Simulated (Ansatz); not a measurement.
The molecule LiSi+, multiplicity 3 (lowest of 2S+1 = 1, 3, 5 at CCSD(T)/def2-TZVPP on PBE0 minima; our sources give no spin for the ground state, which may be another).

The constants come from a fifth-degree fit in 1/R (seven points, main isotopes). In def2 and cc sets the state is the lowest found near the PBE0 minimum, followed along R.

The values were computed with Ansatz (a quantum-chemistry and plane-wave program). 

Energies at BHLYP/def2-TZVPP:

```json
[
 {"R (Å)": "2.560617", "E (hartree)": "-296.68582914"},
 {"R (Å)": "2.629451", "E (hartree)": "-296.68653568"},
 {"R (Å)": "2.692778", "E (hartree)": "-296.68684747"},
 {"R (Å)": "2.764366", "E (hartree)": "-296.68688919"},
 {"R (Å)": "2.835953", "E (hartree)": "-296.68667142"},
 {"R (Å)": "2.918553", "E (hartree)": "-296.68617431"},
 {"R (Å)": "3.014921", "E (hartree)": "-296.68535153"}
]
```

Q: With a reduced mass of 5.6093 u, find the minimum, the force constant and the constants.

A: A fifth-degree polynomial in 1/R puts the minimum at r_e = 2.7382 Å with force constant 24.1 N/m. Then ω_e = (1/2πc)√(k/μ) = 270 cm⁻¹ and B_e = h/(8π²cμr_e²) = 0.4008 cm⁻¹; the cubic and quartic terms give α_e = 0.0078 and ω_e x_e = 3.8 cm⁻¹.
